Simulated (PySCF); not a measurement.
The same groups moved round the core (propene chloro+silyl). Isolated molecules, 0 K electronic values unless said otherwise. One relaxed conformer stands for each flexible species; it need not be the lowest. Strings in code marks are SMILES.

Method: TPSSh-D3(BJ)/def2-TZVP // CAM-B3LYP-D3(BJ)/def2-TZVP in PySCF. All candidates: neutral, multiplicity 1. Delta-SCF ions had no search for a lower state. 

```yaml
dipole_moment: 0.99 D
vertical ionisation energy (Delta-SCF): 9.21 eV
HOMO: -6.75 eV
```

Which member has these values?
A) `C/C(Cl)=C/[SiH3]`
B) `C/C([SiH3])=C\Cl`
C) `C/C=C(\[SiH3])Cl`
D) `C/C=C(/[SiH3])Cl`

B, `C/C([SiH3])=C\Cl`. The others give `C/C=C(/[SiH3])Cl`: 1.80 D, 9.18 eV, -6.70 eV; `C/C(Cl)=C/[SiH3]`: 1.95 D, 9.28 eV, -6.83 eV; `C/C=C(\[SiH3])Cl`: 2.06 D, 9.06 eV, -6.57 eV
